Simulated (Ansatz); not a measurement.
Computed with Ansatz on PBE0-D4/def2-TZVP structures; ΔE is electronic, products minus reactants. CCSD(T)/CBS adds triple-zeta CCSD(T) − MP2 to the extrapolated MP2 energy (def2 sets, frozen cores). This one scheme is used for every species. Functionals use def2-TZVPP. HSE06 is defined as in plane-wave codes. Each species was taken in one conformer, which may not be the lowest.

`N#CBF` + `CNC` → `CN(C)BF` + `C#N`  (ligand exchange at a B–C bond)

`N#CBF`:

Cartesian coordinates in Å:
```
N -1.058 -0.679 -1.677
C -0.469 -0.321 -0.755
B 0.285 0.226 0.477
F 1.143 -0.558 1.079
H 0.098 1.332 0.875
```

`CNC`:

Z-matrix (Å, degrees):
```
C
N 1 1.445
H 1 1.094 2 109.4
H 1 1.092 2 110.0 3 117.9
H 1 1.104 2 114.0 3 -120.2
C 2 1.445 1 112.8 3 65.3
H 2 1.011 1 109.8 3 -171.9
H 6 1.104 2 114.0 1 54.9
H 6 1.094 2 109.4 1 -65.3
H 6 1.092 2 110.0 1 176.8
```

`CN(C)BF`:

```xyz
12

C     0.626    0.628   -1.035
N    -0.100    0.101    0.093
C     0.104   -1.308    0.331
B    -0.925    0.898    0.880
F    -1.580    0.361    1.920
H     0.337    0.118   -1.962
H     0.419    1.692   -1.147
H     1.707    0.496   -0.905
H    -0.210   -1.899   -0.537
H     1.162   -1.523    0.517
H    -0.474   -1.628    1.197
H    -1.067    2.064    0.650
```

`C#N`:

Z-matrix (Å, degrees):
```
C
N 1 1.146
H 1 1.069 2 180.0
```

CCSD(T)/CBS gives -110.2 kJ/mol.

(1) Another level gave -109.0 kJ/mol. Which?
A. HF/def2-TZVPP
B. HSE06/def2-TZVPP
C. LDA (SPW92)/def2-TZVPP
D. BHLYP-D4/def2-TZVPP

Largest T1 diagnostic among the species: 0.015.

Results:

(1) D. BHLYP-D4 -109.0, HSE06 -104.5, LDA (SPW92) -122.0, HF/def2-TZVPP -97.5 kJ/mol.

Leaving LDA and LC-ωPBE aside and taking each functional with its dispersion term where it has one, the values, not all of them listed here, spread over 8.7 kJ/mol, from CAM-B3LYP-D4 to B97M-V. LDA lies −19.4 kJ/mol from PBE without D4. The D4 term adds −5.0 kJ/mol with B3LYP and −2.8 kJ/mol with PBE0; it sums over pairs of atoms, weighted by their polarisabilities, and B3LYP, whose exchange is more repulsive, gets the larger term. From BLYP to BHLYP (50 % exact exchange), in def2-TZVPP and without D4, ΔE moves by −6.2 kJ/mol.

B3LYP here is the variant with VWN-RPA as its local correlation; programs differ in this.
